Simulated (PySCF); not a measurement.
# Working out the ionisation energy of Mn

Mn [Ar] 3d5 4s2 (6S) → Mn⁺ [Ar] 3d5 4s1 (7S). Computed with PySCF 2.14 in cc-pVTZ-DK (7s6p4d2f1g, 68 functions), with scalar relativity by spin-free X2C-1e. Frozen: [Ar]. Energies in hartree (1 hartree = 27.21139 eV):

| part | Mn (lower) | Mn⁺ (upper) |
| --- | --- | --- |
| UHF | -1157.383283 | -1157.161982 |
| MP2 opposite-spin | -0.035474 | 0.000000 |
| MP2 same-spin | -0.084591 | -0.085466 |

Question: What does Hartree-Fock give?

Answer: (-1157.161982) − (-1157.383283) = 0.221301 hartree = 6.022 eV.

Question: What do MP2 and SCS-MP2 (6/5 opposite-spin, 1/3 same-spin) give?

Answer: The opposite-spin parts differ by 0.965 eV and the same-spin parts by -0.024 eV. MP2: 6.022 + (0.965) + (-0.024) = 6.963 eV. SCS-MP2: 6.022 + 1.2 × (0.965) + (-0.024)/3 = 7.172 eV.

Measured between the centres of the two terms (NIST): 7.434 eV, so MP2 (valence) is off by -0.471 eV.

What remains against the reference includes basis incompleteness, the frozen core and correlation beyond second order.
